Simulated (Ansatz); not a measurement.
Stretching the Be1–I3 bond in BeBrI (SMILES [Br][Be][I]) (multiplicity 1 held, fragments rigid). Energies count from the point at 2.165 Å.
Geometry at that point (charge 0, multiplicity 1):
```csv
atom,x (Å),y (Å),z (Å)
Be,0.0000,0.0000,-0.5033
Br,0.0000,0.0000,-2.4592
I,0.0000,0.0000,1.6620
```

R- and RO- levels are restricted; in cc, def2 and unpolarised 6-31G sets they are followed outwards from rest. Unrestricted levels (U-) break spin symmetry where that is lower. Active spaces are followed from a long bond inwards. Levels need not reach the same state.

Correlated levels freeze the cores. Filled d and f shells under p-block atoms count as core.

Codes used: Ansatz (Gaussian orbitals). Each number belongs to the level named beside it. In def2 rows elements past Kr take small-core potentials, without spin–orbit coupling.

Energies in kcal/mol.

```
R (Å)  U-HF/def2-SVPD  R-CCSD(T)/def2-SVPD  CASSCF(6,4)/def2-SVPD  FIC-NEVPT4(SD) on CASSCF(6,4)/def2-SVPD  FIC-MRCISD+Q on CASSCF(6,4)/def2-SVPD
-----  --------------  -------------------  ---------------------  ---------------------------------------  -------------------------------------
1.732            57.8                 58.5                   58.2                                     58.6                                   58.5
1.949            11.6                 12.1                   12.3                                     12.2                                   12.1
2.165             0.0                  0.0                    0.0                                      0.0                                    0.0
2.382             4.2                  3.5                    3.1                                      3.4                                    3.5
2.598            15.3                 13.5                   12.7                                     13.4                                   13.5
2.923            35.9                 31.9                   30.4                                     31.7                                   31.9
3.248            54.4                 49.3                   47.0                                     49.2                                   49.3
3.789            67.3                 71.2                   66.8                                     71.2                                   71.3
4.331            71.1                 81.2                   76.1                                     82.8                                   82.8
4.980            72.3                 77.2                   79.5                                     87.5                                   87.3
5.846            72.7                 62.0                   80.3                                     88.9                                   88.6
6.929            72.7                 53.4                   80.4                                     89.2                                   88.9
```

Doubts at one or more of the structures used: a spin-contaminated determinant (U-HF/def2-SVPD); a restricted determinant that unrestricted orbitals would lower (R-CCSD(T)/def2-SVPD); other coupled-cluster roots lie near (R-CCSD(T)/def2-SVPD); T1 above 0.05 (R-CCSD(T)/def2-SVPD); active orbitals that take no part (CASSCF(6,4)/def2-SVPD, FIC-NEVPT4(SD) on CASSCF(6,4)/def2-SVPD, FIC-MRCISD+Q on CASSCF(6,4)/def2-SVPD).

Ansatz is a first-principles code.
